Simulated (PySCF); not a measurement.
Radial density of Nb²⁺ (niobium, charge +2)

UHF, [Kr] 4d2 5s1, high-spin 4F determinant (an excited configuration). Calculation: PySCF 2.14, in aug-cc-pVTZ-DK (9s8p6d3f2g, 102 functions); the spin-free X2C one-electron Hamiltonian (Gaussian nucleus).

```tsv
r (bohr)	4πr²ρ (e/bohr)	4πr²(ρα − ρβ)
0.0320	49.70	0.0005
0.0539	43.48	-0.0030
0.0906	59.51	0.0269
0.152	53.99	0.1182
0.256	40.34	0.2684
0.431	42.88	0.0996
0.726	12.40	0.2324
1.22	9.333	1.1944
2.05	2.441	1.1675
3.45	0.4530	0.4403
5.81	0.01804	0.0180
9.77	1.948e-05	0.0000
```

Densities and radii are taken from the X2C orbitals without a picture-change correction, which distorts them close to the nucleus.

Problem. Where is the radial spin density 4πr²(ρα − ρβ) most negative, and why is it negative at all?

Solution. Around r = 0.0539 bohr, down to -0.0030 e/bohr: exchange with the open shell polarises the paired shells in an unrestricted calculation.
